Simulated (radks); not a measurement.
Question: All-electron atom: the argon ion Ar+ in [Ne] 3s2 3p5. Method: scalar-relativistic Kohn-Sham, PBE, spin-unpolarised, spherical densities, finite nucleus; Fermi nuclear charge, rms radius 3.4274 fm; computed with a radial shooting solver on a logarithmic mesh with Libxc functionals. Some entries of the table are withheld. Estimate them.

| orbital | occ. | eigenvalue (eV) | <r> (bohr) |
|---|---|---|---|
| 1s | 2 | -3134.541 | 0.08573 |
| 2s | 2 | -310.8865 | 0.4139 |
| 2p | 6 | -243.8179 | 0.3765 |
| 3s | 2 | (1) | (2) |
| 3p | 5 | -22.1191 | 1.553 |

Answer: 
(1) 3s eigenvalue (eV): -36.6974
(2) 3s <r> (bohr): 1.368
